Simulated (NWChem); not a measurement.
System meant: MoHSO2Cl; SMILES [O]=[Mo]([SH])(=[O])[Cl]

Here is an NWChem input.

```
start job
memory heap 200 mb stack 900 mb global 1100 mb
geometry units angstroms noautoz
  Mo     0.282586    -0.005844     0.007921
  O      1.262768    -0.043414    -1.371328
  O      1.256806    -0.001628     1.389985
  Cl    -1.055973     1.837838    -0.042034
  S     -0.959455    -1.984970     0.096295
  H     -1.098411    -2.038091    -1.262474
end
basis spherical
  * library def2-svp
end
dft
  xc pbe0
  iterations 150
  mulliken
end
task dft energy
```

End of the output:

```
             Northwest Computational Chemistry Package (NWChem) 7.3.0
             --------------------------------------------------------

 C1  symmetry detected

                             Geometry "geometry" -> ""
                             -------------------------

 Output coordinates in angstroms (scale by  1.889725989 to convert to a.u.)

  No.       Tag          Charge          X              Y              Z
 ---- ---------------- ---------- -------------- -------------- --------------
    1 Mo                  42.0000     0.30945114     0.01339443     0.00681748
    2 O                    8.0000     1.28224546    -0.03194535    -1.37741934
    3 O                    8.0000     1.28716899    -0.06877911     1.38396620
    4 Cl                  17.0000    -0.93869749     1.92008053     0.01531136
    5 S                   16.0000    -1.02639342    -1.90532883     0.04471035
    6 H                    1.0000    -1.17211152    -1.91287812    -1.31436766

 Effective nuclear repulsion energy (a.u.)     682.1826190444

                                 NWChem DFT Module
                                 -----------------

 Summary of "ao basis" -> "ao basis" (spherical)
 ------------------------------------------------------------------------------
       Tag                 Description            Shells   Functions and Types
 ---------------- ------------------------------  ------  ---------------------
 Mo                         def2-svp                11       31   5s3p2d1f
 O                          def2-svp                 6       14   3s2p1d
 Cl                         def2-svp                 8       18   4s3p1d
 S                          def2-svp                 8       18   4s3p1d
 H                          def2-svp                 3        5   2s1p

            General Information
            -------------------
          SCF calculation type: DFT
          Wavefunction type:  closed shell.
          No. of atoms     :     6
          No. of electrons :    92
           Alpha electrons :    46
            Beta electrons :    46
          Charge           :     0
          Spin multiplicity:     1
          Use of symmetry is: off; symmetry adaption is: off
          Maximum number of iterations: 150
          AO basis - number of functions:   100
                     number of shells:    42
          Convergence on energy requested:  1.00D-06
          Convergence on density requested:  1.00D-05
          Convergence on gradient requested:  5.00D-04

              XC Information
              --------------
                         PBE0 Method XC Functional
                     Hartree-Fock (Exact) Exchange  0.250
          PerdewBurkeErnzerhof Exchange Functional  0.750
            Perdew 1991 LDA Correlation Functional  1.000 local
           PerdewBurkeErnz. Correlation Functional  1.000 non-local

             Grid Information
             ----------------
          Grid used for XC integration:  medium
          Radial quadrature: Mura-Knowles
          Angular quadrature: Lebedev.
          Tag              B.-S. Rad. Rad. Pts. Rad. Cut. Ang. Pts.
          ---              ---------- --------- --------- ---------
          Mo                  1.45      123           9.0       590
          O                   0.60       49          11.0       434
          Cl                  1.00       88          11.0       590
          S                   1.00       88          10.0       590
          H                   0.35       45          11.0       434
          Grid pruning is: on
          Number of quadrature shells:   442
          Spatial weights used:  Erf1

      Superposition of Atomic Density Guess
      -------------------------------------

 Sum of atomic energies:       -1790.87926161

      Non-variational initial energy
      ------------------------------

 Total energy =   -1798.587599
 1-e energy   =   -3794.236019
 2-e energy   =    1313.465801
 HOMO         =      -1.274868
 LUMO         =      -1.183397

     ---------------------------------------------
      Total Density - Mulliken Population Analysis
     ---------------------------------------------

    Atom       Charge   Shell Charges
 -----------   ------   -------------------------------------------------------
    1 Mo  42    48.94   2.00  2.02  2.04  2.42 -0.42  6.06  8.18 -0.30 10.45  2.27 14.22
    2 O    8     9.48   1.99  1.23  0.62  4.08  1.43  0.13
    3 O    8     9.48   1.99  1.23  0.63  4.07  1.43  0.13
    4 Cl  17    12.51   2.00  1.99  0.82  0.73  5.91  0.78  0.17  0.11
    5 S   16    11.59   2.00  1.99  0.83  0.65  5.91  0.51 -0.35  0.05
    6 H    1     0.00   0.13 -0.13  0.00

   convergence    iter        energy       DeltaE   RMS-Dens  Diis-err
 ---------------- ----- ----------------- --------- --------- ---------
 d= 0,ls=0.0,diis     1  -1831.7365167587 -2.51D+03  4.64D-01  5.95D+01
 d= 0,ls=0.0,diis     2  -1771.8871350444  5.98D+01  2.05D-01  2.55D+02
 d= 0,ls=0.0,diis     3  -1841.6821049313 -6.98D+01  1.16D-01  7.38D+00
 d= 0,ls=0.5,diis     4  -1840.9214909816  7.61D-01  3.54D-02  1.16D+01
 d= 0,ls=0.5,diis     5  -1842.0647006090 -1.14D+00  2.66D-02  3.69D+00
 d= 0,ls=0.5,diis     6  -1842.5138070588 -4.49D-01  1.71D-02  1.03D+00
 d= 0,ls=0.5,diis     7  -1842.6720601936 -1.58D-01  1.04D-02  2.33D-01
  Resetting Diis
 d= 0,ls=0.5,diis     8  -1842.7169166639 -4.49D-02  5.63D-03  4.84D-02
 d= 0,ls=0.5,diis     9  -1842.7284223481 -1.15D-02  4.10D-03  8.20D-03
 d= 0,ls=0.5,diis    10  -1842.7317534453 -3.33D-03  1.74D-03  4.36D-03
 d= 0,ls=0.5,diis    11  -1842.7328589575 -1.11D-03  1.07D-03  1.26D-03
 d= 0,ls=0.5,diis    12  -1842.7332830227 -4.24D-04  7.21D-04  6.63D-04
 d= 0,ls=0.5,diis    13  -1842.7334937639 -2.11D-04  5.33D-04  1.99D-04
 d= 0,ls=0.5,diis    14  -1842.7335838772 -9.01D-05  4.07D-04  1.76D-04
 d= 0,ls=0.5,diis    15  -1842.7336387040 -5.48D-05  3.27D-04  9.15D-05
 d= 0,ls=0.5,diis    16  -1842.7336687604 -3.01D-05  2.38D-04  5.11D-05
 d= 0,ls=0.5,diis    17  -1842.7336848555 -1.61D-05  1.83D-04  2.83D-05
 d= 0,ls=0.5,diis    18  -1842.7336933748 -8.52D-06  1.33D-04  1.76D-05
 d= 0,ls=0.5,diis    19  -1842.7336980000 -4.63D-06  9.98D-05  1.02D-05
 d= 0,ls=0.5,diis    20  -1842.7337005255 -2.53D-06  7.18D-05  5.40D-06
 d= 0,ls=0.5,diis    21  -1842.7337018418 -1.32D-06  5.15D-05  2.80D-06
 d= 0,ls=0.5,diis    22  -1842.7337025087 -6.67D-07  3.69D-05  1.56D-06
 d= 0,ls=0.5,diis    23  -1842.7337028610 -3.52D-07  2.65D-05  8.43D-07
 d= 0,ls=0.5,diis    24  -1842.7337030436 -1.83D-07  1.90D-05  4.68D-07
 d= 0,ls=0.5,diis    25  -1842.7337031400 -9.64D-08  1.37D-05  2.57D-07
 d= 0,ls=0.5,diis    26  -1842.7337031912 -5.12D-08  9.85D-06  1.34D-07

         Total DFT energy =    -1842.733703217835
      One electron energy =    -4022.495222872190
           Coulomb energy =     1598.600593884358
    Exchange-Corr. energy =     -101.021693274410
 Nuclear repulsion energy =      682.182619044407

[...]
```

Question: What is wrong, and how is it mended?

Answer: The run ends normally but its numbers are meaningless: the def2 basis of a heavy element holds valence functions alone and wants its effective core potential (without it all electrons must fit into that basis). This input runs:
```
start job
memory heap 200 mb stack 900 mb global 1100 mb
geometry units angstroms noautoz
  Mo     0.282586    -0.005844     0.007921
  O      1.262768    -0.043414    -1.371328
  O      1.256806    -0.001628     1.389985
  Cl    -1.055973     1.837838    -0.042034
  S     -0.959455    -1.984970     0.096295
  H     -1.098411    -2.038091    -1.262474
end
basis spherical
  * library def2-svp
end
ecp
  Mo library def2-ecp
end
dft
  xc pbe0
  iterations 150
  mulliken
end
task dft energy
```
It converges to -1076.95811 Ha (PBE0/def2-SVP with def2 effective core potentials on Mo). The faulty run gave -1842.734 Ha, with all electrons squeezed into the valence basis.
